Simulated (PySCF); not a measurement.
## The second ionisation energy along group 15

All values are computed (PySCF 2.14, energy differences of UHF-based or UKS calculations, no spin-orbit coupling). Values in eV. The last column holds reference values (NIST; (s) semi-empirical, (t) theoretical, else measured). Unmarked ones compare directly (S terms, centres of terms, or small fine structure); those marked * lie between the lowest fine-structure levels and include a spin-orbit shift.

| element | configurations | MP2 (valence) | SCS-MP2 (valence) | SCS-MP2 (valence and next inner shell) | LDA | PBE | ROHF | reference |
| --- | --- | --- | --- | --- | --- | --- | --- | --- |
| N (x2c-TZVPPall, spin-free X2C) | [He] 2s2 2p2 → [He] 2s2 2p1 | 29.611 | 29.478 | 29.488 | 30.045 | 29.894 | 29.172 | 29.601 (s) * |
| P (x2c-TZVPPall, spin-free X2C) | [Ne] 3s2 3p2 → [Ne] 3s2 3p1 | 19.595 | 19.505 | 19.510 | 19.810 | 19.776 | 19.161 | 19.769 (s) * |
| As (x2c-TZVPPall, spin-free X2C) | [Ar] 3d10 4s2 4p2 → [Ar] 3d10 4s2 4p1 | 18.313 | 18.240 | 18.321 | 18.628 | 18.487 | 17.936 | 18.589 * |
| Sb (x2c-TZVPPall, spin-free X2C) | [Kr] 4d10 5s2 5p2 → [Kr] 4d10 5s2 5p1 | 16.310 | 16.247 | 16.368 | 16.673 | 16.470 | 15.997 | 16.626 ± 0.025 * |
| Bi (x2c-TZVPPall, spin-free X2C) | [Xe] 4f14 5d10 6s2 6p2 → [Xe] 4f14 5d10 6s2 6p1 | 15.614 | 15.557 | 15.671 | 16.034 | 15.819 | 15.322 | 16.703 * |

For Bi a determinant mixes LS terms or the coupling is close to jj, so these rows are model values.

"Valence" correlates the outer s and p shells and, in groups 3 to 12 and the f block, the outer d or f shell, open or full, or the next shell where the ion has no valence electron left; the wider scheme adds the next inner shell.
